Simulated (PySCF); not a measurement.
## H₂HfS: from structure and modes to constants

Level of theory: PBE0 in PySCF with Hf def2-TZVP with ECP60, S def2-TZVP, H def2-TZVP; scalar-relativistic core potentials, no spin–orbit coupling; density-fitted integrals.

The singlet minimum has Cs symmetry. Masses (u): Hf 179.94655, S 31.97207, H 1.00782.

```xyz
4
charge 0 multiplicity 1, angstrom
Hf    0.0000    0.1058   -0.3049
S     0.0000   -0.5519    1.7829
H     1.4956   -0.6941   -1.0327
H    -1.4956   -0.6941   -1.0327
```

Harmonic wavenumbers (cm⁻¹): 406.0 (a', ×1), 470.1 (a'', ×1), 519.6 (a', ×1), 646.9 (a', ×1), 1698.0 (a'', ×1), 1726.2 (a', ×1).

**Question.** What is the harmonic zero-point energy?

**Answer.** Half the sum of all 6 wavenumbers, 5467/2 = 2733 cm⁻¹, which is 32.7 kJ/mol (1 cm⁻¹ = 0.0119627 kJ/mol).

**Question.** Give the standard entropy (298.15 K, 1 bar) by its translational, rotational, vibrational and spin parts, and Cp.

**Answer.** Sackur–Tetrode with M = 213.93 u gives 175.8; rotation with symmetry number 1 gives 97.0; vibration 11.2; spin R ln 1 = 0.0. The total is 284.0 J/(mol K), and Cp = 4 R + 20.9 = 54.1 J/(mol K).

This need not be the most stable arrangement of these atoms. With an element this heavy the missing spin–orbit coupling can shift these numbers.
